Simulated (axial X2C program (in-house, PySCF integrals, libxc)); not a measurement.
TiH⁺: from the spin-free to the two-component result

Computed with an in-house relativistic program for diatomic molecules. Spin-free means the one-electron spin-free X2C Hamiltonian; two-component (2c) means X2C with spin–orbit coupling and atomic mean-field two-electron Coulomb and Gaunt terms, so the difference of the two also holds small scalar two-electron terms. Basis: Ti dyall-cv3z [10s10p6d4f2g], H dyall-v3z [6s2p1d] (cores contracted in-house); Gaussian nuclei, density fitting, unrestricted open shells. Masses: Ti 47.948 u, H 1.008 u.

Spin-free state: M_S = 1, Λ = 3 (beyond evenly filled blocks: π+α, δ+α); fragments Ti+ + H.

| level | Re (Å) | ωe (cm⁻¹) | De (eV) | μ (D) |
| --- | --- | --- | --- | --- |
| PBE0 | 1.695 | 1765.3 | 2.278 | -3.22 |
| HF | 1.762 | 1713.7 | 1.220 | -4.57 |
| MP2 | 1.695 | 1794.8 | 2.216 | n/a |
| CCSD | 1.715 | 1751.7 | 2.408 | n/a |
| CCSD(T) | 1.712 | 1751.3 | 2.454 | n/a |
| r2SCAN | 1.689 | 1770.7 | 1.794 | -3.10 |

Correlated methods: 12 electrons correlated (number of frozen shells: Ti 2 s, 1 p; H none), 214 virtual spin orbitals or spinors in MP2, 90 natural virtuals in coupled cluster.

Dipoles are positive if H is the positive end and refer to the centre of mass.

Two-component determinant lowest at the distance of the search:

Ω = 2 (⟨Sz⟩ = -1.00, ⟨Lz⟩ = 3.00 at HF); fragments Ti+ + H.

```
  level  Re (Å)  ωe (cm⁻¹)  De (eV)  μ (D)
   PBE0   1.695     1764.9      n/a  -3.22
     HF   1.763     1713.3      n/a  -4.57
    MP2   1.696     1794.4      n/a    n/a
   CCSD   1.715     1751.3      n/a    n/a
CCSD(T)   1.712     1750.9    2.458    n/a
 r2SCAN   1.689     1770.3      n/a  -3.10
```

(1) From the two tables, how do the constants change at the CCSD(T) level (2c against spin-free)?

The state is a single determinant with fixed occupations, the lowest that a limited PBE0 search found. Dissociation energies refer to the lowest single-determinant-based atoms at the same level and basis. De is not given where an atomic determinant may have missed its ground term or J level, or where the truncated virtual space spoils (T). Density functionals use the spin component along the axis (collinear). Coupled cluster ran in a truncated set of natural virtual spinors; the MP2 energy of the rest was added. (T) has no such correction and the atoms are truncated less, which lowers De at CCSD(T) by a hundredth of an eV or more. In 2c an atomic determinant is not the ground J level, so De misses part of the atomic spin–orbit lowering. This holds for CCSD(T). Other states lie close and PBE0, whose exact exchange favours high spin, may order them wrongly; the determinant shown need not be the ground state. The nearest other spin-free determinant of the search, M_S = 1, Λ = 0, lies 0.05 eV up at the distance of the search. The functionals have no current-density term, which raises determinants with orbital currents, atoms included. With several unpaired electrons one determinant need not be a pure state. At some level and bond length an empty orbital lies below a filled one.

## Answers

(1) At the CCSD(T) level Re is unchanged within 0.001 Å and ωe decreases by 0.4 cm⁻¹; De is not compared, since the atomic limits differ or miss part of their spin–orbit lowering.
